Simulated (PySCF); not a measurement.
## Radial density of Os (osmium, neutral)

revPBE, [Xe] 4f14 5d7 6s1, 6s spin antiparallel (an excited configuration). All numbers are calculated (PySCF 2.14, scalar relativity by spin-free X2C-1e, in x2c-TZVPPall).

| r (bohr) | 4πr²ρ (e/bohr) | 4πr²(ρα − ρβ) |
| --- | --- | --- |
| 0.0137 | 104.8 | -0.0025 |
| 0.0230 | 91.77 | -0.0005 |
| 0.0387 | 121.8 | 0.0050 |
| 0.0651 | 134.2 | 0.0778 |
| 0.109 | 111.0 | 0.1698 |
| 0.184 | 116.5 | -0.0044 |
| 0.310 | 69.90 | 0.2269 |
| 0.521 | 63.49 | 0.0589 |
| 0.876 | 21.06 | 0.7369 |
| 1.47 | 9.200 | 1.9283 |
| 2.48 | 2.258 | 0.3023 |
| 4.17 | 0.4072 | -0.1109 |
| 7.02 | 0.01717 | -0.0109 |
| 11.8 | 3.382e-05 | 0.0000 |

Densities and radii are taken from the X2C orbitals without a picture-change correction, which distorts them close to the nucleus.

Spin-orbit coupling, absent here, splits the open shell strongly. With the s spin flipped the determinant is a mixture of two multiplicities, not a spectroscopic state.
